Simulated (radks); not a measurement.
Values are calculated unless marked as measured or tabulated.
Task: Code: a radial shooting solver on a logarithmic mesh with Libxc functionals. Model: scalar-relativistic Kohn-Sham, PBE, spin-polarised, spherical densities, point nucleus; open shells are filled with parallel spins first. Each species is in its NIST ground configuration. Rank Mg3+, Cl3+, P3+, Al3+, Ar3+, S3+, Si3+ by mean radius of the outermost orbital (bohr), largest first.

Result: Si3+ 1.84, P3+ 1.67, S3+ 1.66, Cl3+ 1.51, Ar3+ 1.39, Mg3+ 0.674, Al3+ 0.623.
